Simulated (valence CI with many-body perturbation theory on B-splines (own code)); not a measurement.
Forbidden lines of Cu²³⁺

Method: relativistic CI+MBPT: four valence electrons over a frozen Dirac-Fock core [He], radial functions for each j: 11 s, 11 p, 10 d, 8 f, 5 g, 2 h, with the one-electron correlation potential Σ1, the two-electron term Σ2, the three-electron term Σ3, Breit, model QED; selected CI, second order for the rest, scaled by the run's own slope (own B-spline code, finite nucleus).

No measured spectrum was set against this ion. As an estimate, levels of excited configurations hold to 0.05 to 0.15 % of their energy, terms of the ground configuration to about 0.5 %. Among the levels kept, up to 1000 cm⁻¹ of a level comes from second order outside the variational space, and about a tenth of that is noise between levels of different J, which matters for small intervals.

Lines 1 to 34 of 34 in falling wavelength, among levels below 1499.2 eV, chosen from the decays that carry over 1 % of a level's rate. Wavelengths and rates use the calculated energies, so an error of 700 cm⁻¹ moves a line at 540.0 Å by 0.38 % and its rate by three times that or more. Electric multipoles are in the length gauge with retardation, E1 and E2 with the static RPA response of the core. M1 uses the relativistic operator with retardation. S is in atomic units (e²a₀⁴ for E2 and M2, e²a₀⁶ for E3), for M1 in squared Bohr magnetons. Weak lines are less certain than strong ones. Lines between different terms over intervals too small for the method are left out, as are lines whose strength nearly cancels. The highest levels of a list are the least certain.

Names give the largest LS component (configuration and term), which can be under half, so a name can repeat, a term be missing and a line seem to break the LS rules; names also repeat where a configuration has a term twice. Letters in brackets count levels of one name in rising energy.

| λ vac (Å) | Upper | Lower | Type | A (s⁻¹) | S (a.u.) |
| --- | --- | --- | --- | --- | --- |
| 1773 | 2s²2p² ³P_2 | 2s²2p² ³P_1 | M1 | 1.59e+03 | 1.64e+00 |
| 757.5 | 2s²2p² ³P_1 | 2s²2p² ³P_0 | M1 | 3.58e+04 | 1.73e+00 |
| 540.0 | 2s²2p² ¹D_2 | 2s²2p² ³P_2 | M1 | 5.83e+04 | 1.70e+00 |
| 413.9 | 2s²2p² ¹D_2 | 2s²2p² ³P_1 | M1 | 6.56e+04 | 8.63e-01 |
| 257.4 | 2s²2p² ¹S_0 | 2s²2p² ³P_1 | M1 | 4.23e+05 | 2.68e-01 |
| 10.66 | 2s²2p3d ³F°_4 | 2s2p³ ³P°_2 | E2 | 9.53e+07 | 1.05e-04 |
| 10.46 | 2s²2p3d ³F°_4 | 2s2p³ ³D°_3 | E2 | 2.87e+07 | 2.89e-05 |
| 10.28 | 2s2p²3p ³F°_4 | 2s2p³ ¹D°_2 | E2 | 2.38e+08 | 2.20e-04 |
| 10.20 | 2s2p²3p ⁵D°_4 | 2s2p³ ³D°_3 | E2 | 3.31e+08 | 2.94e-04 |
| 10.10 | 2s²2p3p ³D_1 | 2s²2p² ³P_2 | E2 | 3.40e+09 | 9.55e-04 |
| 10.06 | 2s2p²3p ³F°_4 | 2s2p³ ³P°_2 | E2 | 6.92e+08 | 5.74e-04 |
| 10.06 | 2s²2p3p ³P_1 [b] | 2s²2p² ¹D_2 | E2 | 5.87e+09 | 1.62e-03 |
| 10.06 | 2s2p²3p ¹S°_0 | 2s2p³ ¹D°_2 | E2 | 8.01e+09 | 7.35e-04 |
| 10.04 | 2s²2p3p ³D_1 | 2s²2p² ³P_1 | E2 | 3.26e+09 | 8.90e-04 |
| 10.03 | 2s²2p3p ³P_2 | 2s²2p² ¹D_2 | E2 | 3.38e+09 | 1.53e-03 |
| 10.03 | 2s²2p3p ³D_3 | 2s²2p² ¹D_2 | E2 | 1.43e+09 | 9.09e-04 |
| 10.01 | 2s²2p3p ³D_2 | 2s²2p² ³P_2 | E2 | 2.34e+09 | 1.05e-03 |
| 10.01 | 2s²2p3p ³P_0 | 2s²2p² ³P_2 | E2 | 4.93e+09 | 4.41e-04 |
| 9.978 | 2s2p²3d ⁵F_5 | 2s2p³ ³D°_3 | M2 | 2.79e+07 | 2.71e-05 |
| 9.974 | 2s2p²3p ⁵D°_2 | 2s2p³ ⁵S°_2 | E2 | 3.07e+09 | 1.35e-03 |
| 9.893 | 2s2p²3p ⁵D°_3 | 2s2p³ ⁵S°_2 | E2 | 3.75e+09 | 2.22e-03 |
| 9.886 | 2s2p²3p ³F°_4 | 2s2p³ ³D°_3 | E2 | 3.43e+09 | 2.60e-03 |
| 9.851 | 2s²2p3p ³D_3 | 2s²2p² ³P_2 | E2 | 2.78e+09 | 1.61e-03 |
| 9.837 | 2s2p²3p ³F°_4 | 2s2p³ ³D°_2 | E2 | 2.29e+09 | 1.69e-03 |
| 9.822 | 2s2p²3p ⁵D°_4 | 2s2p³ ⁵S°_2 | E2 | 4.51e+09 | 3.31e-03 |
| 9.821 | 2s²2p3p ³D_2 | 2s²2p² ³P_0 | E2 | 2.83e+09 | 1.15e-03 |
| 9.797 | 2s²2p3d ³F°_4 | 2s²2p² ¹D_2 | M2 | 3.01e+07 | 2.19e-05 |
| 9.797 | 2s²2p3p ³D_3 | 2s²2p² ³P_1 | E2 | 2.15e+09 | 1.21e-03 |
| 9.209 | 2s2p²3d ⁵D_4 | 2s²2p² ³P_2 | E2 | 1.23e+09 | 6.54e-04 |
| 8.867 | 2p³3d ⁵D°_3 | 2s2p³ ⁵S°_2 | E2 | 1.78e+10 | 6.11e-03 |
| 8.867 | 2p³3d ⁵D°_2 | 2s2p³ ⁵S°_2 | E2 | 1.75e+10 | 4.28e-03 |
| 8.865 | 2p³3d ⁵D°_0 | 2s2p³ ⁵S°_2 | E2 | 1.94e+10 | 9.49e-04 |
| 8.864 | 2p³3d ⁵D°_1 | 2s2p³ ⁵S°_2 | E2 | 1.94e+10 | 2.84e-03 |
| 8.860 | 2p³3d ⁵D°_4 | 2s2p³ ⁵S°_2 | E2 | 1.92e+10 | 8.42e-03 |
